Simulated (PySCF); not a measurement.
# CI at UHF-SCS-MP2

Level: UHF-SCS-MP2. PySCF, scalar-relativistic core potentials, basis sets C def2-TZVPP, I def2-TZVPP with ECP28.

- state: ²Π (doublet), unpaired electrons π ↑
- bond length: 2.012 Å
- harmonic wavenumber: 649 cm⁻¹
- force constant: 2.72 mdyn/Å
- rotational constant Be: 0.3799 cm⁻¹
- well depth De to C + I: 2.69 eV
- dissociation energy D0: 2.65 eV

Correlated steps freeze 5 core orbitals. These are scalar-relativistic numbers at best; spin–orbit coupling would shift them, the dissociation energy most. The state is the lowest determinant that a PBE0 search found; another state may lie lower at other levels.
